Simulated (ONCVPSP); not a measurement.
# Configuration tests for Fe (ONCV)

iron (Fe), optimised norm-conserving Vanderbilt (ONCV), made with ONCVPSP 4.0.1 (PBE, scalar-relativistic). Core [Ne], reference 3s2 3p6 3d6 4s1.5 (charge +0.5). Waves: 3s+4s: rc 1.40 bohr, ncon 4, nbas 8, qcut 7.7 1/bohr, 2 projectors; 3p: rc 0.90 bohr, ncon 4, nbas 9, qcut 8.7 1/bohr, 2 projectors, debl 1.8 Ha; 3d: rc 1.25 bohr, ncon 5, nbas 10, qcut 13.5 1/bohr, 2 projectors, debl 0.4 Ha. Local part: polynomial inside 0.75 bohr (lpopt 5, dvloc0 0 Ha). Core correction: Teter function, fcfact 4.5, rcfact 1.55.

In the p channel the program set the typed energies aside and used -2.356, 0.250 Ha. In the d channel the program set the typed energies aside and used -0.424, 0.250 Ha.

Energies are relative to the spin-unpolarised reference configuration 3s2 3p6 3d6 4s1.5; without spin polarisation the order of configurations can differ from experiment.

(1) Give the all-electron excitation energy and the error of the potential for: 3s2 3p6 3d6 4s2; 3s2 3p6 3d6 4s1; 3s2 3p6 3d6 4s0; 3s2 3p6 3d4 4s0.

Levels in the configuration 3s2 3p6 3d6 4s0:

```json
{"level": "3s", "all-electron (eV)": "-112.472", "pseudo (eV)": "-112.482"}
{"level": "3p", "all-electron (eV)": "-78.514", "pseudo (eV)": "-78.516"}
{"level": "3d", "all-electron (eV)": "-25.717", "pseudo (eV)": "-25.725"}
```

Answers

(1)

| valence configuration | charge | ΔE all-electron (eV) | error AE − PS (meV) |
| --- | --- | --- | --- |
| 3s2 3p6 3d6 4s2 | 0 | -3.484 | +0.4 |
| 3s2 3p6 3d6 4s1 | +1 | 5.245 | -0.4 |
| 3s2 3p6 3d6 4s0 | +2 | 21.448 | -0.9 |
| 3s2 3p6 3d4 4s0 | +4 | 108.760 | +62 |
